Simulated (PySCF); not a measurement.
**Simulated absorption spectrum**

C5H8O2.
Geometry (PBE0-D3(BJ)/def2-SVP, Å), atoms numbered from 1 in this order:
```
atom  x, y, z in Å
C1    -0.7801    1.8503    0.2199
C2    -0.0093    0.7674    0.0401
O3    -0.4112   -0.4669   -0.3217
C4    -1.7810   -0.6678   -0.5302
C5     1.4809    0.8489    0.2462
C6     2.2588   -0.4217    0.0452
O7     2.0029    1.8931    0.5590
H8    -0.2799    2.7734    0.5134
H9    -1.8617    1.8505    0.0877
H10   -1.9133   -1.7212   -0.8070
H11   -2.3620   -0.4560    0.3850
H12   -2.1623   -0.0268   -1.3448
H13    3.3225   -0.2243    0.2222
H14    2.1021   -0.8083   -0.9731
H15    1.8934   -1.2031    0.7288
```

Computed with TDDFT wB97X-D/def2-SVPD, vertical, gas phase, core orbitals frozen in the response in PySCF 2.14.0, density-fitted response routines.

Each state is given a Gaussian of 0.4 eV full width at half maximum, with ε(max) = 2.175×10⁸ f / Δν̃ (Δν̃ the width in cm⁻¹). The width is an assumption, not a result. The curve ends short of the highest state used, and states not computed would add to its high-energy end.

```csv
E (eV),ε (L mol⁻¹ cm⁻¹)
3.43,0
3.50,0
3.58,0
3.66,1
3.73,3
3.81,5
3.89,9
3.96,11
4.04,12
4.12,10
4.19,8
4.27,4
4.34,2
4.42,1
4.50,2
4.57,7
4.65,36
4.73,156
4.80,464
4.88,1310
4.95,2710
5.03,5049
5.11,7538
5.18,8922
5.26,8787
5.34,6932
5.41,4697
5.49,2445
5.56,1151
5.64,395
5.72,109
5.79,29
5.87,5
5.95,1
6.02,0
6.10,0
6.17,0
6.25,0
6.33,2
6.40,9
6.48,40
6.56,146
6.63,375
6.71,898
6.78,1605
6.86,2533
6.94,3203
7.01,3280
7.09,2742
7.17,1858
7.24,1167
7.32,768
7.40,910
7.47,1495
7.55,2680
7.62,4165
```

**Question.** Locate the maxima and give the states behind the curve.

**Answer.** 308 nm (4.03 eV), ε about 12, made up of S1 (100%); 238 nm (5.21 eV), ε about 9100, made up of S2 (100%); 177 nm (6.99 eV), ε about 3300, made up of S3 (100%) (ε in L mol⁻¹ cm⁻¹; maxima over ε = 5, shares over 10%). At its high-energy end, 7.62 eV, the curve is still rising (ε about 4200, from S6 and S8). The states used: S1 4.03 eV (f 0.0002); S2 5.21 eV (f 0.135); S3 6.98 eV (f 0.049); S4 7.61 eV (f 0.0001); S5 7.64 eV (f 0.0023); S6 7.68 eV (f 0.035); S7 7.90 eV (f 0.0001); S8 7.94 eV (f 0.155); S9 8.18 eV (f 0.0042); S10 8.22 eV (f 0.0027).

**Question.** What would ε be at 5.21 eV, the highest of these maxima, with half the width (0.2 eV)?

**Answer.** About 18200 L mol⁻¹ cm⁻¹ against 9110, a factor of about 2.00; a lone state at its own centre would give exactly 2.

**Question.** Coming from long wavelengths, where does ε first pass 100 L mol⁻¹ cm⁻¹?

**Answer.** At about 264 nm (4.70 eV), 0.68 eV above S1.

**Question.** On this curve, what absorbance would a 10⁻³ mol/L sample give at 254 nm over a 1 cm path?

**Answer.** 254 nm is 4.881 eV, where ε is about 1300 L mol⁻¹ cm⁻¹, so A = ε c l ≈ 1.3 (Beer–Lambert, with the gas-phase spectrum and the assumed width).

The vertical ionisation energy (ΔSCF) is 9.20 eV, 0.98 eV above S10.

One conformer stands for the species.
